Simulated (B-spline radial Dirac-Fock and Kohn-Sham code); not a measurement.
These are calculated numbers from a radial atomic solver; the model is Dirac-Fock ΔSCF + Breit + QED. Free neutral atoms.

Q: Order these X-ray lines by photon energy, lowest first.
A. Cs Mγ
B. Tb Mζ2
C. Dy Mζ1
D. Zn Lℓ
E. La Mζ2
F. Ce Mγ

A: E (628.9 eV), D (878.6 eV), A (925.9 eV), B (947.8 eV), C (992.9 eV), F (1078.6 eV).
